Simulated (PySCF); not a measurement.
Bonding in `[SiH2]1[SiH2][SiH2][SiH2][SiH2][SiH2]1`

Compound: Si6H12.
SMILES with atom numbers: `[SiH2:1]1[SiH2:2][SiH2:3][SiH2:4][SiH2:5][SiH2:6]1` (hydrogens: H7, H8 on Si1; H9, H10 on Si2; H11, H12 on Si3; H13, H14 on Si4; H15, H16 on Si5; H17, H18 on Si6)

Structure used (PBE0-D3(BJ)/def2-SVP), in Å, numbered top down from 1:
```xyz
18
Si6H12 angstrom
Si    -1.3321    1.2972   -1.2530
Si     0.7378    2.0646   -0.4566
Si     2.2039    0.2389   -0.2906
Si     1.3269   -1.2938    1.2553
Si    -0.7374   -2.0646    0.4473
Si    -2.2054   -0.2395    0.2910
H     -1.1188    0.5999   -2.5615
H     -2.2784    2.4374   -1.4690
H      1.3010    3.1205   -1.3568
H      0.5445    2.6551    0.9065
H      2.3050   -0.4277   -1.6282
H      3.5713    0.6895    0.1211
H      2.2744   -2.4316    1.4786
H      1.1048   -0.5939    2.5609
H     -1.3008   -3.1279    1.3384
H     -0.5376   -2.6451   -0.9191
H     -2.3028    0.4212    1.6318
H     -3.5739   -0.6877   -0.1195
```

Bond orders from the PBE0/pcSseg-1 density (PySCF). Isolated species at its PBE0-D3(BJ)/def2-SVP geometry (one conformer only).

Question: Where do the orders between heavy atoms depart from those drawn in the SMILES?

Answer: The largest departure is 0.134, at Si5–Si6 (drawn single, 0.866), Si1–Si2 (drawn single, 0.867), Si2–Si3 (drawn single, 0.867), Si3–Si4 (drawn single, 0.867) and 2 more. Drawn single, order below 0.88: Si1–Si2 (0.867), Si2–Si3 (0.867), Si3–Si4 (0.867), Si4–Si5 (0.867), Si5–Si6 (0.866) and Si6–Si1 (0.867).

Question: Give the Mayer order of every bond between heavy atoms, beside its length.

Answer: 
```json
{"bond": "Si1–Si2", "drawn as": "single", "length (Å)": "2.347", "Mayer order": "0.867"}
{"bond": "Si2–Si3", "drawn as": "single", "length (Å)": "2.347", "Mayer order": "0.867"}
{"bond": "Si3–Si4", "drawn as": "single", "length (Å)": "2.347", "Mayer order": "0.867"}
{"bond": "Si4–Si5", "drawn as": "single", "length (Å)": "2.347", "Mayer order": "0.867"}
{"bond": "Si5–Si6", "drawn as": "single", "length (Å)": "2.347", "Mayer order": "0.866"}
{"bond": "Si6–Si1", "drawn as": "single", "length (Å)": "2.347", "Mayer order": "0.867"}
```

Question: And the bonds to hydrogen?

Answer: H–Si: 0.91 to 0.93 (12 bonds).

Question: Sum the orders of all bonds at each heavy atom with more than one neighbour and set the sums beside the valence in the SMILES.

Answer: Si1 3.575 (drawn 4), Si2 3.575 (drawn 4), Si3 3.575 (drawn 4), Si4 3.575 (drawn 4), Si5 3.575 (drawn 4), Si6 3.574 (drawn 4). Orders between atoms that aren't bonded are not in these sums.

The Mayer order sums products of elements of PS (density times overlap matrix) between the two atoms' basis functions, so it depends on the basis set.
